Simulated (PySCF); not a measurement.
Bonds (- single, = double, # triple, : aromatic): Si1-Si2 2.337 Å, Si2-Si3 2.337 Å, Si2-Si4 2.336 Å. Si1 carries H5, H6, H7; Si2 carries H8; Si3 carries H9, H10, H11; Si4 carries H12, H13, H14.

Geometry: PBE0-D3(BJ)/def2-TZVP; GIAO shifts from PySCF 2.14.0 with density-fitted response routines, gas phase, non-relativistic, averaged over equivalent atoms.

At B97-2/pcSseg-2 (312 basis functions, 27 s wall time on 1 thread of an AMD EPYC 9R45 96-Core, shared host):
| atoms | δ (ppm) |
| --- | --- |
| Si1/Si3/Si4 | -101.0 |
| Si2 | -135.9 |
| H5/H6/H7/H9/H10/H11/H12/H13/H14 | 3.82 |
| H8 | 3.31 |

Referencing at the same level of theory: ²⁹Si (σref 348.46), ¹H (σref 31.64) against TMS.

Q: What do these become at KT3/pcSseg-2?

A: 
| atoms | δ at KT3/pcSseg-2 | change |
| --- | --- | --- |
| Si1/Si3/Si4 | -100.0 | +1.0 |
| Si2 | -130.8 | +5.1 |
| H5/H6/H7/H9/H10/H11/H12/H13/H14 | 3.79 | -0.03 |
| H8 | 3.35 | +0.04 |

Scale: ²⁹Si (σ = 359.36 ppm), ¹H (σ = 31.63 ppm) vs TMS (reference shieldings calculated alike).

The largest change is at Si2 (silicon bonded to 3 Si, H). Cost: 312 basis functions, 35 s wall time on 1 thread of an AMD EPYC 9R45 96-Core, shared host.
